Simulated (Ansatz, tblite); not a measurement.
Removing and adding an electron: `FCC(F)(F)CCC1(F)CC(F)(F)CO1`. Total charge 0; singlet. Geometry: PBE0-D4/def2-SVP. Ansatz, gas phase; energy differences of separate SCF runs; the oxidised species was run as a doublet alone; the reduced species was run as a doublet alone.

```xyz
25

F    -2.162   -0.279   -2.782
C    -0.930   -0.157   -3.357
C    -0.183    1.018   -2.752
F    -0.696    2.169   -3.252
F     1.098    0.928   -3.208
C    -0.201    1.101   -1.246
C     0.401   -0.113   -0.561
C     0.514    0.075    0.933
F     1.322    1.178    1.177
C     1.084   -1.094    1.732
C     0.322   -1.027    3.050
F     1.129   -0.823    4.114
F    -0.342   -2.185    3.283
C    -0.655    0.137    2.867
O    -0.735    0.325    1.473
H    -1.036    0.017   -4.440
H    -0.354   -1.081   -3.194
H    -1.243    1.240   -0.928
H     0.356    2.010   -0.974
H     1.409   -0.317   -0.953
H    -0.221   -1.005   -0.734
H     0.863   -2.049    1.238
H     2.165   -0.996    1.884
H    -1.652   -0.101    3.258
H    -0.252    1.029    3.374
```

The xTB rows come from tblite.

| level | −HOMO (eV) | vertical IE (eV) | −LUMO (eV) | vertical EA (eV) | HOMO–LUMO gap (eV) | IE − EA (eV) | remarks |
| --- | --- | --- | --- | --- | --- | --- | --- |
| GFN1-xTB | 13.35 | 15.66 | 4.44 | 2.06 | 8.91 | 13.60 | – |
| GFN2-xTB | 12.57 | 14.92 | 1.18 | -1.18 | 11.39 | 16.10 | – |
| PBE-D4/def2-SVP | 6.93 | – | -0.50 | -2.43 | 7.43 | – | HOMO above zero (-1 doublet) |
| PBE0-D4/def2-SVP | 8.72 | 10.65 | -1.39 | -2.73 | 10.11 | 13.38 | HOMO above zero (-1 doublet) |

Run but left out: PBE-D4/def2-SVP (charge +1 doublet: an occupied level 0.02 eV above an empty one).   A HOMO above zero means that the electron is unbound at that level or that self-interaction error raises the level; the energy of removing that electron tells which. Raw xTB energy differences between charge states are shifted by several eV; the methods need an empirical correction for them. Sets without diffuse functions give affinities that are too small. A negative affinity means that the extra electron isn't bound; its size then hangs on the basis.
